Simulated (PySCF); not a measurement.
Simulation results for AlBHN

Computed with PySCF 2.14.0. Calculation on a computer-drawn molecule: vertical ionisation energy to the stated ion spin, frozen-core CCSD(T) at the basis limit and cheaper methods, single-reference cases, UHF for radicals, no spin-orbit; all values are single points at the evaluated structure, the first of each entry, which is the reference or a displaced copy of it and isn't optimised; the reference structure only sets the zero of the energies above reference; triples share is (T) over the correlation energy.

Common to all runs: charge 0; multiplicity 1; ion multiplicity 2; diffuse functions no; basis cc-pV(n+d)Z; reference is the Hartree-Fock double-zeta minimum; best is HF at quadruple zeta + MP2 correlation extrapolated from triple and quadruple zeta + CCSD(T) minus MP2 at triple zeta; basis step is the size of the change from the same recipe one zeta lower.

(1) AlBHN

Evaluated structure:
```xyz
4
AlBHN
B     -0.2942     2.7503     1.4800
N      0.0034     2.2576     0.3468
Al     0.3586     1.5065    -1.8873
H     -0.6633     3.1224     2.4546
```

Reference structure:
```xyz
4
AlBHN
B     -0.3024     2.7105     1.4124
N      0.0113     2.2682     0.2838
Al     0.4621     1.6343    -1.3356
H     -0.5964     3.1247     2.4698
```

It finds ionisation energy best 9.153 eV; ionisation energy basis step 0.04856 eV; energy above reference best 35.42 kcal/mol; energy above reference basis step 0.8732 kcal/mol; ionisation energy Koopmans at triple zeta 9.481 eV; ionisation energy EOM CCSD at triple zeta 9.067 eV; total energy HF triple zeta -321.6434 hartree; total energy CCSD(T) triple zeta -322.0303 hartree; total energy best -322.0770 hartree; T1 diagnostic at triple zeta 0.01843; D1 diagnostic at triple zeta 0.03732; ion T1 diagnostic at triple zeta 0.01722; ion D1 diagnostic at triple zeta 0.04444; ion spin squared at triple zeta 0.7626; triples share at triple zeta 0.05111; basis functions triple zeta 113; dipole magnitude HF at triple zeta 3.08 debye; dipole magnitude CCSD unrelaxed at triple zeta 3.562 debye; dipole magnitude PBE at triple zeta 3.049 debye; dipole magnitude r2SCAN at triple zeta 2.917 debye; dipole magnitude B3LYP at triple zeta 3.264 debye; dipole magnitude wB97X at triple zeta 3.301 debye.

Drawn bonds:
```tsv
atom	other atom	order
1	2	2
2	3	1
1	4	1
```

Triple zeta:
```tsv
method	ionisation energy (eV)	energy above reference (kcal/mol)
HF	7.127	41.39
PBE	9.065	31.94
r2SCAN	9.019	36.13
B3LYP	8.983	34.1
wB97X	8.831	36.95
MP2	9.287	33.56
CCSD	8.781	36.21
CCSD(T)	9.003	34.93
```

(2) AlBHN

Evaluated structure:
```xyz
4
AlBHN
B     -0.3015     2.7114     1.4122
N      0.0113     2.2679     0.2841
Al     0.4618     1.6350    -1.3335
H     -0.5951     3.1252     2.4711
```

Reference structure:
```xyz
4
AlBHN
B     -0.3024     2.7105     1.4124
N      0.0113     2.2682     0.2838
Al     0.4621     1.6343    -1.3356
H     -0.5964     3.1247     2.4698
```

It finds ionisation energy best 8.634 eV; ionisation energy basis step 0.01203 eV; energy above reference best 0.01768 kcal/mol; energy above reference basis step 0.006511 kcal/mol; ionisation energy Koopmans at triple zeta 8.207 eV; ionisation energy EOM CCSD at triple zeta 8.553 eV; total energy HF triple zeta -321.7093 hartree; total energy CCSD(T) triple zeta -322.0859 hartree; total energy best -322.1334 hartree; T1 diagnostic at triple zeta 0.0167; D1 diagnostic at triple zeta 0.03393; ion T1 diagnostic at triple zeta 0.01729; ion D1 diagnostic at triple zeta 0.03961; ion spin squared at triple zeta 0.7537; triples share at triple zeta 0.0471; basis functions triple zeta 113; dipole magnitude HF at triple zeta 2.082 debye; dipole magnitude CCSD unrelaxed at triple zeta 1.241 debye; dipole magnitude PBE at triple zeta 1.296 debye; dipole magnitude r2SCAN at triple zeta 1.547 debye; dipole magnitude B3LYP at triple zeta 1.337 debye; dipole magnitude wB97X at triple zeta 1.587 debye.

Drawn bonds:
```tsv
atom	other atom	order
1	2	2
2	3	1
1	4	1
```

Triple zeta:
```tsv
method	ionisation energy (eV)	energy above reference (kcal/mol)
HF	7.393	-0.01056
PBE	8.489	0.02419
r2SCAN	8.311	0.009344
B3LYP	8.596	0.01677
wB97X	8.59	0.002535
MP2	8.307	0.0285
CCSD	8.524	0.01495
CCSD(T)	8.565	0.02103
```

(3) AlBHN

Evaluated structure:
```xyz
4
AlBHN
B     -0.3340     2.7176     1.3126
N      0.0164     2.2424     0.2874
Al     0.6436     1.3970    -1.8028
H     -0.6306     3.0525     2.4846
```

Reference structure:
```xyz
4
AlBHN
B     -0.3024     2.7105     1.4124
N      0.0113     2.2682     0.2838
Al     0.4621     1.6343    -1.3356
H     -0.5964     3.1247     2.4698
```

The calculation gives: ionisation energy best 9.665 eV; ionisation energy basis step 0.04086 eV; energy above reference best 38.83 kcal/mol; energy above reference basis step 0.06291 kcal/mol; ionisation energy Koopmans at triple zeta 9.778 eV; ionisation energy EOM CCSD at triple zeta 9.588 eV; total energy HF triple zeta -321.6429 hartree; total energy CCSD(T) triple zeta -322.0237 hartree; total energy best -322.0715 hartree; T1 diagnostic at triple zeta 0.01627; D1 diagnostic at triple zeta 0.03199; ion T1 diagnostic at triple zeta 0.02848; ion D1 diagnostic at triple zeta 0.1166; ion spin squared at triple zeta 0.7602; triples share at triple zeta 0.04769; basis functions triple zeta 113; dipole magnitude HF at triple zeta 3.12 debye; dipole magnitude CCSD unrelaxed at triple zeta 3.444 debye; dipole magnitude PBE at triple zeta 3.058 debye; dipole magnitude r2SCAN at triple zeta 2.936 debye; dipole magnitude B3LYP at triple zeta 3.27 debye; dipole magnitude wB97X at triple zeta 3.273 debye.

Drawn bonds:
```tsv
atom	other atom	order
1	2	2
2	3	1
1	4	1
```

Triple zeta:
```tsv
method	ionisation energy (eV)	energy above reference (kcal/mol)
HF	7.734	41.66
PBE	9.312	35.82
r2SCAN	9.277	39.27
B3LYP	9.36	37.02
wB97X	9.381	38.75
MP2	9.773	38.72
CCSD	9.324	39.3
CCSD(T)	9.521	39.03
```

(4) AlBHN

Evaluated structure:
```xyz
4
AlBHN
B     -0.2735     2.7157     1.3983
N     -0.0474     2.2935     0.3433
Al     0.5396     1.6981    -1.3570
H     -0.5939     3.0931     2.3867
```

Reference structure:
```xyz
4
AlBHN
B     -0.3024     2.7105     1.4124
N      0.0113     2.2682     0.2838
Al     0.4621     1.6343    -1.3356
H     -0.5964     3.1247     2.4698
```

The calculation gives: ionisation energy best 8.94 eV; ionisation energy basis step 0.006144 eV; energy above reference best 14.85 kcal/mol; energy above reference basis step 0.7698 kcal/mol; ionisation energy Koopmans at triple zeta 8.552 eV; ionisation energy EOM CCSD at triple zeta 8.876 eV; total energy HF triple zeta -321.6888 hartree; total energy CCSD(T) triple zeta -322.0608 hartree; total energy best -322.1097 hartree; T1 diagnostic at triple zeta 0.01439; D1 diagnostic at triple zeta 0.02799; ion T1 diagnostic at triple zeta 0.01689; ion D1 diagnostic at triple zeta 0.04402; ion spin squared at triple zeta 0.7555; triples share at triple zeta 0.04407; basis functions triple zeta 113; dipole magnitude HF at triple zeta 0.8131 debye; dipole magnitude CCSD unrelaxed at triple zeta 0.215 debye; dipole magnitude PBE at triple zeta 0.2858 debye; dipole magnitude r2SCAN at triple zeta 0.4853 debye; dipole magnitude B3LYP at triple zeta 0.2714 debye; dipole magnitude wB97X at triple zeta 0.4465 debye.

Drawn bonds:
```tsv
atom	other atom	order
1	2	2
2	3	1
1	4	1
```

Triple zeta:
```tsv
method	ionisation energy (eV)	energy above reference (kcal/mol)
HF	7.765	12.88
PBE	8.775	15.45
r2SCAN	8.617	14.83
B3LYP	8.905	13.73
wB97X	8.908	14.15
MP2	8.61	15.89
CCSD	8.843	14.95
CCSD(T)	8.867	15.8
```

(5) AlBHN

Evaluated structure:
```xyz
4
AlBHN
B     -0.2735     2.7157     1.3983
N     -0.0474     2.2935     0.3433
Al     0.5396     1.6981    -1.3570
H     -0.5603     3.0535     2.2830
```

Reference structure:
```xyz
4
AlBHN
B     -0.3024     2.7105     1.4124
N      0.0113     2.2682     0.2838
Al     0.4621     1.6343    -1.3356
H     -0.5964     3.1247     2.4698
```

It finds ionisation energy best 8.934 eV; ionisation energy basis step 0.005568 eV; energy above reference best 27.2 kcal/mol; energy above reference basis step 0.7879 kcal/mol; ionisation energy Koopmans at triple zeta 8.538 eV; ionisation energy EOM CCSD at triple zeta 8.867 eV; total energy HF triple zeta -321.6689 hartree; total energy CCSD(T) triple zeta -322.0408 hartree; total energy best -322.0900 hartree; T1 diagnostic at triple zeta 0.01441; D1 diagnostic at triple zeta 0.02813; ion T1 diagnostic at triple zeta 0.01681; ion D1 diagnostic at triple zeta 0.04357; ion spin squared at triple zeta 0.7556; triples share at triple zeta 0.04387; basis functions triple zeta 113; dipole magnitude HF at triple zeta 0.8657 debye; dipole magnitude CCSD unrelaxed at triple zeta 0.2493 debye; dipole magnitude PBE at triple zeta 0.3163 debye; dipole magnitude r2SCAN at triple zeta 0.519 debye; dipole magnitude B3LYP at triple zeta 0.3048 debye; dipole magnitude wB97X at triple zeta 0.4822 debye.

Drawn bonds:
```tsv
atom	other atom	order
1	2	2
2	3	1
1	4	1
```

Triple zeta:
```tsv
method	ionisation energy (eV)	energy above reference (kcal/mol)
HF	7.755	25.36
PBE	8.773	28.21
r2SCAN	8.612	27.13
B3LYP	8.9	25.78
wB97X	8.902	26.73
MP2	8.604	28.25
CCSD	8.836	27.43
CCSD(T)	8.86	28.33
```

(6) AlBHN

Evaluated structure:
```xyz
4
AlBHN
B     -0.2735     2.7157     1.3983
N     -0.0474     2.2935     0.3433
Al     0.5396     1.6981    -1.3570
H     -0.5687     3.0634     2.3089
```

Reference structure:
```xyz
4
AlBHN
B     -0.3024     2.7105     1.4124
N      0.0113     2.2682     0.2838
Al     0.4621     1.6343    -1.3356
H     -0.5964     3.1247     2.4698
```

The calculation gives: ionisation energy best 8.935 eV; ionisation energy basis step 0.005725 eV; energy above reference best 22.62 kcal/mol; energy above reference basis step 0.7773 kcal/mol; ionisation energy Koopmans at triple zeta 8.541 eV; ionisation energy EOM CCSD at triple zeta 8.869 eV; total energy HF triple zeta -321.6763 hartree; total energy CCSD(T) triple zeta -322.0482 hartree; total energy best -322.0973 hartree; T1 diagnostic at triple zeta 0.0144; D1 diagnostic at triple zeta 0.02809; ion T1 diagnostic at triple zeta 0.01683; ion D1 diagnostic at triple zeta 0.04368; ion spin squared at triple zeta 0.7556; triples share at triple zeta 0.04391; basis functions triple zeta 113; dipole magnitude HF at triple zeta 0.8549 debye; dipole magnitude CCSD unrelaxed at triple zeta 0.2425 debye; dipole magnitude PBE at triple zeta 0.3108 debye; dipole magnitude r2SCAN at triple zeta 0.5128 debye; dipole magnitude B3LYP at triple zeta 0.2984 debye; dipole magnitude wB97X at triple zeta 0.4755 debye.

Drawn bonds:
```tsv
atom	other atom	order
1	2	2
2	3	1
1	4	1
```

Triple zeta:
```tsv
method	ionisation energy (eV)	energy above reference (kcal/mol)
HF	7.757	20.71
PBE	8.773	23.54
r2SCAN	8.613	22.57
B3LYP	8.901	21.29
wB97X	8.903	22.09
MP2	8.605	23.66
CCSD	8.837	22.81
CCSD(T)	8.862	23.7
```

(7) AlBHN

Evaluated structure:
```xyz
4
AlBHN
B     -0.2735     2.7157     1.3983
N     -0.0474     2.2935     0.3433
Al     0.5396     1.6981    -1.3570
H     -0.5867     3.0846     2.3643
```

Reference structure:
```xyz
4
AlBHN
B     -0.3024     2.7105     1.4124
N      0.0113     2.2682     0.2838
Al     0.4621     1.6343    -1.3356
H     -0.5964     3.1247     2.4698
```

Results for AlBHN: ionisation energy best 8.938 eV; ionisation energy basis step 0.006033 eV; energy above reference best 16.29 kcal/mol; energy above reference basis step 0.7699 kcal/mol; ionisation energy Koopmans at triple zeta 8.549 eV; ionisation energy EOM CCSD at triple zeta 8.874 eV; total energy HF triple zeta -321.6865 hartree; total energy CCSD(T) triple zeta -322.0584 hartree; total energy best -322.1074 hartree; T1 diagnostic at triple zeta 0.01439; D1 diagnostic at triple zeta 0.02802; ion T1 diagnostic at triple zeta 0.01687; ion D1 diagnostic at triple zeta 0.04392; ion spin squared at triple zeta 0.7555; triples share at triple zeta 0.04402; basis functions triple zeta 113; dipole magnitude HF at triple zeta 0.8264 debye; dipole magnitude CCSD unrelaxed at triple zeta 0.2239 debye; dipole magnitude PBE at triple zeta 0.2941 debye; dipole magnitude r2SCAN at triple zeta 0.4945 debye; dipole magnitude B3LYP at triple zeta 0.2803 debye; dipole magnitude wB97X at triple zeta 0.4561 debye.

Drawn bonds:
```tsv
atom	other atom	order
1	2	2
2	3	1
1	4	1
```

Triple zeta:
```tsv
method	ionisation energy (eV)	energy above reference (kcal/mol)
HF	7.762	14.32
PBE	8.774	17
r2SCAN	8.615	16.26
B3LYP	8.904	15.12
wB97X	8.906	15.65
MP2	8.609	17.32
CCSD	8.841	16.42
CCSD(T)	8.865	17.28
```

(8) AlBHN

Evaluated structure:
```xyz
4
AlBHN
B     -0.2735     2.7157     1.3983
N     -0.0474     2.2935     0.3433
Al     0.5396     1.6981    -1.3570
H     -0.7208     3.2426     2.7783
```

Reference structure:
```xyz
4
AlBHN
B     -0.3024     2.7105     1.4124
N      0.0113     2.2682     0.2838
Al     0.4621     1.6343    -1.3356
H     -0.5964     3.1247     2.4698
```

The calculation gives: ionisation energy best 8.987 eV; ionisation energy basis step 0.007184 eV; energy above reference best 37.85 kcal/mol; energy above reference basis step 0.6461 kcal/mol; ionisation energy Koopmans at triple zeta 8.639 eV; ionisation energy EOM CCSD at triple zeta 8.941 eV; total energy HF triple zeta -321.6480 hartree; total energy CCSD(T) triple zeta -322.0249 hartree; total energy best -322.0731 hartree; T1 diagnostic at triple zeta 0.01495; D1 diagnostic at triple zeta 0.0275; ion T1 diagnostic at triple zeta 0.01775; ion D1 diagnostic at triple zeta 0.04677; ion spin squared at triple zeta 0.7555; triples share at triple zeta 0.04523; basis functions triple zeta 113; dipole magnitude HF at triple zeta 0.4602 debye; dipole magnitude CCSD unrelaxed at triple zeta 0.1506 debye; dipole magnitude PBE at triple zeta 0.09415 debye; dipole magnitude r2SCAN at triple zeta 0.2049 debye; dipole magnitude B3LYP at triple zeta 0.1272 debye; dipole magnitude wB97X at triple zeta 0.1722 debye.

Drawn bonds:
```tsv
atom	other atom	order
1	2	2
2	3	1
1	4	1
```

Triple zeta:
```tsv
method	ionisation energy (eV)	energy above reference (kcal/mol)
HF	7.828	38.48
PBE	8.806	36.56
r2SCAN	8.659	38.09
B3LYP	8.946	37.31
wB97X	8.958	37.36
MP2	8.657	40.12
CCSD	8.892	37.89
CCSD(T)	8.916	38.33
```
